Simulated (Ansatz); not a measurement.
Stepwise reaction of `[GaH3]` with ammonia, as a gas-phase model of exchange steps in deposition or etching. ΔE in kJ/mol; ΔG adds harmonic PBE0-D4 terms to CCSD(T)/CBS, at 1 bar.

Calculated with Ansatz (gas phase, PBE0-D4/def2-TZVP geometries, no zero-point term in ΔE). CCSD(T)/CBS is the MP2 limit (def2-TZVPP, def2-QZVPP) plus CCSD(T) − MP2 in def2-TZVPP, frozen cores. This one scheme is used for every species. DFT in def2-TZVPP. B3LYP here is the variant with VWN-RPA as its local correlation; programs differ in this. For Ga outer-core shells are correlated without core-valence functions, which leaves a few kJ/mol of doubt a bond. Scalar relativity is left out up to krypton. Each species was taken in one conformer, which may not be the lowest.

| step | reaction | PBE-D4 | B3LYP-D4 | ωB97M-V | CCSD(T)/CBS | ΔG(400 K) |
| --- | --- | --- | --- | --- | --- | --- |
| 1 | `[GaH3]` + NH₃ → `[NH2][GaH2]` + H₂ | -37.4 | -35.8 | -33.2 | -42.0 | -45.4 |
| 2 | `[NH2][GaH2]` + NH₃ → `[NH2][GaH][NH2]` + H₂ | -11.2 | -13.3 | -12.4 | -20.6 | -31.9 |
| 3 | `[NH2][GaH][NH2]` + NH₃ → `[NH2][Ga]([NH2])[NH2]` + H₂ | 0.3 | -1.3 | 0.0 | -8.2 | -6.8 |

Question: By hand: ΔE of the 3 steps together at CCSD(T)/CBS.

Answer: (-42.0) + (-20.6) + (-8.2) = -70.8 kJ/mol, or -23.6 kJ/mol a step.

In ΔE each step is higher than the one before. All are downhill at CCSD(T)/CBS. ΔG lies between -45.4 and -6.8 kJ/mol a step. PBE-D4 differs from CCSD(T)/CBS by 4.6 to 9.4 kJ/mol a step. Isolated molecules leave out the surface, adducts and barriers. Largest T1 diagnostic: 0.014.
